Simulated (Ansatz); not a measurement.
The same path of GeH4O + H2 (8 atoms, charge 0, multiplicity 1) was run twice with different band settings. Lost on the way: Ge1–O2, H7–H8. Made: Ge1–H7, O2–H8.

Computed with Ansatz 0.2.0, RKS B3LYP-D4/def2-SVP.

Relaxed end points:

```xyz
8
Properties=species:S:1:pos:R:3
Ge -0.321 0.486 -0.238
O 0.153 -0.058 1.408
H -0.604 -0.315 1.952
H 1.007 0.874 -0.901
H -1.272 1.701 -0.138
H -1.020 -0.663 -1.003
H 1.568 -2.798 2.126
H 1.296 -2.112 1.932
```

```xyz
8
Properties=species:S:1:pos:R:3
Ge 0.370 0.106 -0.419
O -0.543 -0.780 2.522
H -0.926 -1.574 2.122
H 0.865 0.450 -1.841
H 0.215 1.399 0.392
H -0.973 -0.636 -0.538
H 1.417 -0.820 0.232
H 0.380 -1.029 2.668
```

Common settings: movable images 9; climbing image yes; spring 5.0 eV/Å²; optimiser quadratic models (default); force threshold 0.05 eV/Å; iteration limit 60; end points relaxed.

| run | start path |
| --- | --- |
| 1 | through a guess of the saddle point |
| 2 | straight line |

**Question.** What does each run give, and how far can it be trusted?

**Answer.** Run 1: converged after 34 iterations, highest image 1.900 eV above the first end. The profile has 2 maxima (images 5, 8) with wells between them (image 7): this band takes more than one step, which may be the mechanism or a detour left from its start path. Neighbouring images differ by up to 1.8 eV, so the band resolves the path poorly. A vibrational analysis at the climbing image gives one clearly imaginary mode, 1382i cm⁻¹: a first-order saddle point.
Run 2: converged after 31 iterations, highest image 1.900 eV above the first end. Neighbouring images differ by up to 1.8 eV, so the band resolves the path poorly. Another band between the same ends (9 images) ends at a top of the same energy, where a vibrational analysis finds 1 clearly imaginary mode.
The orbitals stay closed-shell, which can raise the energy where a bond breaks towards radicals; this wasn't checked here.
